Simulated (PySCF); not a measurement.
## Spinor energies of Ta⁷¹⁺ (tantalum, charge +71)

Start: 1s2. Calculated with PySCF 2.14 in an uncontracted even-tempered set (15 s from 240 bohr⁻², ratio 2.4; 11 p from 310 bohr⁻², ratio 2.4; 3 d from 950 bohr⁻², ratio 2.6; 3 f from 1400 bohr⁻², ratio 2.6): generalised Hartree-Fock with the X2C-1e Hamiltonian and a Gaussian nucleus; one run each with spin-orbit coupling (SO) switched off, then screened by Boettger's factors.

```
spinor shell  electrons  ε, spin-free (eV)  ε, screened SO (eV)  weight of nominal j (screened SO)  rms radius, screened SO (bohr)
       1s1/2          2           -77043.4             -77043.4                              1.000                          0.0210
```

```csv
quantity,spin-free,screened SO
E (hartree),-5716.55504,-5716.55504
M_J,0,0
⟨J²⟩,0.000,0.000
⟨L²⟩,0.000,0.000
⟨S²⟩,0.000,0.000
```

Breit and QED terms are absent; they matter most for the inner s and p1/2 levels.

Densities and radii are taken from the X2C orbitals without a picture-change correction, which distorts them close to the nucleus.

Without spin-orbit coupling the j labels of p, d and f shells carry no meaning; the spin-free column gives the mean over the occupied spinors of each nl shell.
